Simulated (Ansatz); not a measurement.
One change: `N[SiH2][GeH2][OH]` becomes `N[SiH2][GeH2][Cl]`.

Ansatz, PBE0-D4/def2-TZVP geometries, multiplicity 1. Each molecule was computed in one conformer, which needn't be the lowest.

Scalar relativity is left out up to krypton.

| property | `N[SiH2][GeH2][OH]` |
| --- | --- |
| size of the dipole moment (PBE/def2-TZVPP) / D | 0.51 |
| HOMO energy (PBE/def2-TZVPP) / eV | -5.97 |
| size of the dipole moment (ωB97M-V/def2-TZVPP) / D | 0.34 |
| LUMO energy (PBE0/def2-TZVPP) / eV | -0.45 |
| HOMO–LUMO gap (B3LYP/def2-TZVPP) / eV | 6.45 |
| LUMO energy (ωB97M-V/def2-TZVPP) / eV | 1.25 |

(1) Give the same properties after the change, and the shifts. (Best estimate.)

Answers

(1) The calculation gave: 
```tsv
property	`N[SiH2][GeH2][Cl]`	shift
size of the dipole moment (PBE/def2-TZVPP) / D	2.04	1.53
HOMO energy (PBE/def2-TZVPP) / eV	-6.03	-0.06
size of the dipole moment (ωB97M-V/def2-TZVPP) / D	2.11	1.77
LUMO energy (PBE0/def2-TZVPP) / eV	-0.71	-0.26
HOMO–LUMO gap (B3LYP/def2-TZVPP) / eV	6.14	-0.31
LUMO energy (ωB97M-V/def2-TZVPP) / eV	1.06	-0.19
```

With PBE0 the HOMO rises by 0.11 eV and the LUMO falls by 0.26 eV, so the gap narrows by about 0.37 eV. PBE moves the HOMO by -0.06 eV and ωB97M-V by 0.31 eV. The zero-point energy changes by -32.2 kJ/mol with -3 modes. Dipoles are sizes alone; their direction can turn.

Positive LUMOs are unbound, so they and the gaps depend on the basis.

B3LYP here is the variant with VWN-RPA as its local correlation; programs differ in this.
